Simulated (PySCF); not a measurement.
SbF4, SMILES [F][Sb]([F])([F])[F], multiplicity 2. Coordinates come from a PBE0-D3(BJ)/def2-SVP optimisation. The spin state was assumed, not searched. The isomer is the one that the SMILES or the coordinates give; other isomers of the formula were not compared. The def2 effective core potentials stand for the cores of Sb; spin–orbit coupling is left out.

Computed equilibrium geometry at PBE0-D3(BJ)/def2-SVP (PySCF confirms it by a frequency run) as bond lengths and angles, and its point group:
point group C2v.
Atoms: Sb1 F2 F3 F4 F5. Bonds (Å): Sb1–F2 1.899, Sb1–F3 1.899, Sb1–F4 1.957, Sb1–F5 1.957. Bond angles (°): F2–Sb1–F3 99.1, F2–Sb1–F4 95.8, F2–Sb1–F5 95.8, F3–Sb1–F4 95.8, F3–Sb1–F5 95.8, F4–Sb1–F5 162.1.
Charge 0, spin multiplicity 2.
